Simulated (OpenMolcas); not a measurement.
# Levels of Fe5+ by method

| Quantity | Value |
| --- | --- |
| Program | OpenMolcas |
| Basis | ANO-RCC-VQZP [7s6p4d3f2g1h] |
| Scalar Hamiltonian | DKH2, point nucleus |
| Active space | 3 electrons in 10 orbitals (3d 4d) |
| State averaging | 2S+1 = 4 even, 10 roots; 2S+1 = 2 even, 40 roots |
| Spin-orbit coupling | state interaction with AMFI integrals over the reference wave functions, term energies averaged over their components |

Methods on the same reference wave functions:
A. CASSCF
B. SS-CASPT2, IPEA 0.25 Eh, imaginary shift 0.1 Eh (closed shells correlated: 3s 3p)
C. MS-CASPT2, IPEA 0.25 Eh, imaginary shift 0.1 Eh (closed shells correlated: 3s 3p)

Energies in cm⁻¹ above 3d³ ⁴F_3/2, the measured ground level; measured values from Corliss and Sugar, J. Phys. Chem. Ref. Data 11, 135 (1982).

```json
{"Level": "3d³ ⁴F_3/2", "A": "0.0", "B": "0.0", "C": "0.0", "Measured": "0.0"}
{"Level": "3d³ ⁴F_5/2", "A": "519", "B": "523", "C": "523", "Measured": "511"}
{"Level": "3d³ ⁴F_7/2", "A": "1221", "B": "1227", "C": "1227", "Measured": "1188"}
{"Level": "3d³ ⁴F_9/2", "A": "2086", "B": "2090", "C": "2090", "Measured": "2001"}
{"Level": "3d³ ⁴P_1/2", "A": "22806", "B": "19450", "C": "19450", "Measured": "18738"}
{"Level": "3d³ ⁴P_3/2", "A": "23005", "B": "19640", "C": "19640", "Measured": "18942"}
{"Level": "3d³ ²G_7/2", "A": "23356", "B": "20830", "C": "20830", "Measured": "20616"}
{"Level": "3d³ ⁴P_5/2", "A": "23656", "B": "20300", "C": "20300", "Measured": "19611"}
{"Level": "3d³ ²G_9/2", "A": "24065", "B": "21560", "C": "21560", "Measured": "21315"}
{"Level": "3d³ ²P_1/2", "A": "30867", "B": "26920", "C": "26920", "Measured": "26496"}
{"Level": "3d³ ²H_9/2", "A": "30879", "B": "29180", "C": "29180", "Measured": "28724"}
{"Level": "3d³ ²P_3/2 [64 %]", "A": "30939", "B": "26770", "C": "26770", "Measured": "26215"}
{"Level": "3d³ ²H_11/2", "A": "31410", "B": "29720", "C": "29720", "Measured": "29203"}
{"Level": "3d³ ²D_3/2(1) [66 %]", "A": "33804", "B": "29240", "C": "29240", "Measured": "28628"}
{"Level": "3d³ ²D_5/2(1)", "A": "34087", "B": "29300", "C": "29290", "Measured": "28484"}
{"Level": "3d³ ²F_7/2", "A": "52979", "B": "47340", "C": "47340", "Measured": "46217"}
{"Level": "3d³ ²F_5/2", "A": "53283", "B": "47640", "C": "47640", "Measured": "46604"}
{"Level": "3d³ ²D_5/2(2)", "A": "82116", "B": "74310", "C": "74310", "Measured": "71708"}
{"Level": "3d³ ²D_3/2(2)", "A": "82445", "B": "74630", "C": "74630", "Measured": "72049"}
```

Deviations, from unrounded energies. A percentage is the sum of absolute deviations over the sum of measured energies, with the sign that they share, or ± where signs differ.

| Against measurement | Levels | A | B | C |
| --- | --- | --- | --- | --- |
| mean absolute deviation (cm-1) | 18 | 4200 | 740 | 740 |
| fine structure of the ground term (%) | 3 | +3.4 | +3.7 | +3.7 |
| other terms of the ground configuration (%) | 15 | +15.1 | +2.6 | +2.6 |

B, C lie about equally close to measurement and A furthest from it. The largest miss of C in the table is 3d³ ²D_5/2(2), by +2600 cm-1. The ranking rests on the paired levels alone, and a cruder setting can come out closer through cancelling errors.

Between B and C the level of the table that moves most is 3d³ ²D_5/2(1), by 6.3 cm-1 (lowest in C, highest in B). Moves below CASPT2's spread within the term are not significant.

The two smallest mean deviations differ by little beside CASPT2's spread within terms, so their order carries little weight.

From A to B the spin-free energies of the other terms of 3d³ shown, above ⁴F, scale by factors of 0.85 to 0.94, as is usual when dynamic correlation screens the repulsion within a d or f shell.

The lowest spin-free term lies below A's lowest term by 0.349 hartree in B, 0.349 hartree in C.

CASPT2 breaks the degeneracy within a term, and the mean is taken; among the terms shown or strongly mixed into the levels shown the widest spread is 820 cm-1 (3d³ ⁴F, C). Active for correlation alone: 4d; no level in the range computed is led by a configuration that fills it, so any true level of that kind is missing. Without dynamic correlation excited terms often stand tens of per cent too high (terms of higher spin than the ground term too low), and those without a measured partner can miss by more than the paired ones (holds for A). Computed and measured levels are paired by configuration, term and J; levels that our copy of the source lacks, or whose pairing is in doubt (as where it misses far off the trend of its configuration), stay unpaired and out of the deviations. Levels of configurations outside the active space are missing.

A share in square brackets marks a mixed level and gives the weight of the term that names it, the lowest over the columns. A number in round brackets counts repeated terms of one configuration in the order of the reference energies.
